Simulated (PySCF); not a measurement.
Delta-SCF ions had no search for a lower state. Excitations are Tamm–Dancoff values on a coarser integration grid. The basis has no diffuse functions, so Rydberg states are missing or too high.

Species: C6H6Al2, SMILES `[CH]1=C[C]2=[C](C=[CH][AlH]2)[AlH]1` (charge 0, multiplicity 1).

### Question
What S1 excitation (TDA), S1–T1 gap (TDA), HOMO, dipole moment and vertical ionisation energy (Delta-SCF) does PBE-D3(BJ)/def2-TZVP // PBE-D3(BJ)/def2-SVP run with PySCF 2.14.0 give?

### Answer

S1 excitation (TDA): 2.04 eV
S1–T1 gap (TDA): 0.90 eV
HOMO: -5.12 eV
dipole moment: 0.00 D
vertical ionisation energy (Delta-SCF): 7.58 eV
